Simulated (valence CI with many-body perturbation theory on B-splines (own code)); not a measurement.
Results of a calculation; reference values are marked as such.
La²⁶⁺: magnetic and hyperfine properties of the levels

Level of theory: configuration interaction combined with many-body perturbation theory (CI+MBPT): three valence electrons over a frozen Dirac-Fock core [Ar] 3d10, radial functions for each j: 11 s, 11 p, 10 d, 8 f, 5 g, 2 h, with the one-electron correlation potential Σ1 (screened to all orders), the two-electron term Σ2, the three-electron term Σ3, Breit, model QED; selected single and double excitations, second order for the rest, scaled by the run's own slope (own B-spline code, finite nucleus).

The last digits are not significant, and no measured levels were compared; by estimate large intervals hold to a few tenths of a per cent, small ones and those within an open d or f shell to about a per cent.

A/g_I is the dipole constant over the nuclear g factor μ/I (μ in nuclear magnetons, uniformly magnetised nucleus), B/Q the quadrupole constant per barn. Both hold the static response of the core; the bare values leave it out. Large factors of s and p1/2 electrons are usually good to 5 to 10 %; those of open d and f shells near neutrality can be off by tens of per cent, and small factors of p3/2, d and f electrons come from cancelling terms and can be off by a factor of two or in sign, in half-filled shells by more. B is blank for J = 1/2, where it vanishes, and for nearly pure S terms. Energies count from the lowest level.

Names give the largest LS component (configuration and term), which can be under half, so a name can repeat, a term be missing and a line seem to break the LS rules; names also repeat where a configuration has a term twice. Letters in brackets count levels of one name in rising energy.

```
               Level  E (cm⁻¹)      g  A/g_I (MHz)  A/g_I bare  B/Q (MHz/b)  B/Q bare
      4s2.4p 2P°_1/2         0  0.663       129000      124000                       
      4s2.4p 2P°_3/2    190090  1.332        19900       18900        37600     35800
       4s.4p2 4P_1/2    452450  2.420       368000      352000                       
       4s.4p2 4P_3/2    586830  1.693       106000      101000        30500     29100
       4s.4p2 4P_5/2    626830  1.422       119000      114000         8460      8080
       4s.4p2 2D_3/2    690280  0.911        -5850       -5560        36000     34400
       4s.4p2 2P_1/2    719330  1.155       -68200      -65100                       
       4s.4p2 2D_5/2    804090  1.373        99300       95000        25400     24200
       4s.4p2 2S_1/2    909730  1.756       406000      389000                       
       4s.4p2 2P_3/2    915020  1.240       -47300      -45100       -24000    -22900
       4s2.4d 2D_3/2   1018200  0.816         1320        1550         8890      8550
       4s2.4d 2D_5/2   1051500  1.200         9870        9690        11600     11100
     4p3 2P°_3/2 [a]   1164400  1.346        16000       15600        33300     31800
         4p3 4S°_3/2   1314100  1.430        -6970       -6290        -2010     -1910
         4p3 2D°_5/2   1319700  1.189        48300       46300        -7710     -7340
    4s.4p.4d 4F°_3/2   1364500  0.486       -39100      -37300        12000     11500
         4p3 2P°_1/2   1388700  0.663       125000      119000                       
    4s.4p.4d 4F°_5/2   1395500  1.055        66500       63900         4760      4580
    4s.4p.4d 4F°_7/2   1450400  1.257        73800       70900         1090      1090
    4s.4p.4d 4P°_5/2   1452000  1.441        65800       63400         8700      8330
    4s.4p.4d 4D°_3/2   1455100  1.348        54600       52600         5580      5320
    4s.4p.4d 4D°_1/2   1457700  0.343      -156000     -149000                       
4s.4p.4d 2F°_5/2 [a]   1518900  0.954        11100       10900        20900     20100
     4p3 2P°_3/2 [b]   1531000  1.274        15400       14900       -26500    -25300
4s.4p.4d 2P°_3/2 [a]   1542500  0.997       -32800      -31100         1950      1930
    4s.4p.4d 4F°_9/2   1579900  1.332        56200       54000        45900     43800
    4s.4p.4d 4P°_1/2   1598800  2.367       224000      215000                       
    4s.4p.4d 4D°_5/2   1599200  1.292        68400       65700         3540      3370
    4s.4p.4d 4P°_3/2   1603600  1.480        76900       73800        -8690     -8320
    4s.4p.4d 4D°_7/2   1604500  1.353        64200       61700        10400     10000
4s.4p.4d 2D°_5/2 [a]   1644700  1.316        84200       80800       -17200    -16400
4s.4p.4d 2D°_3/2 [a]   1661300  1.007       -24100      -22900       -15400    -14700
4s.4p.4d 2F°_7/2 [a]   1694200  1.144        -3430       -3090        45500     43500
4s.4p.4d 2F°_5/2 [b]   1702800  0.900       -22100      -20900        28900     27600
4s.4p.4d 2F°_7/2 [b]   1710800  1.191        46700       44900        25700     24600
4s.4p.4d 2P°_1/2 [a]   1727400  0.613       -29500      -27900                       
4s.4p.4d 2P°_1/2 [b]   1753200  0.670       -52000      -49300                       
4s.4p.4d 2P°_3/2 [b]   1773000  1.307        37700       36600         5170      4940
4s.4p.4d 2D°_3/2 [b]   1774500  1.041        61000       58400       -21900    -20900
4s.4p.4d 2D°_5/2 [b]   1781400  1.152       -29600      -28000       -19300    -18400
```

**Question.** Take the isotope of mass number 139, with I = 7/2, μ = 2.7791 μN and Q = 0.206 b. What is the hyperfine structure of 4s.4p2 2D_5/2?

**Answer.** From the table A = 78800 MHz, B = 5230 MHz. Shifts from the centre of gravity in MHz: F = 1: -884000, F = 2: -728000, F = 3: -493000, F = 4: -179000, F = 5: 215000, F = 6: 691000.
